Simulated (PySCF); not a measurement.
A structure optimised at PBE-D3(BJ)/def2-SVP, used in a PySCF frequency run:

```xyz
7

Mo     0.2360     0.0439     0.0000
N      0.4774     1.7235     0.0000
H      0.6034     2.7414     0.0000
F      0.2070    -0.3979     1.8131
F      0.2070    -0.3979    -1.8131
F      1.9407    -0.7197     0.0000
Cl    -2.0618    -0.1770     0.0000
```

Task: Write its SMILES, formula and point group.

Result: [NH]=[Mo]([F])([F])([F])[Cl], ClF₃HMoN, Cs

Task: What are its rotational constants (standard atomic weights)?

Result: 2.6443, 1.6901, 1.4128 GHz
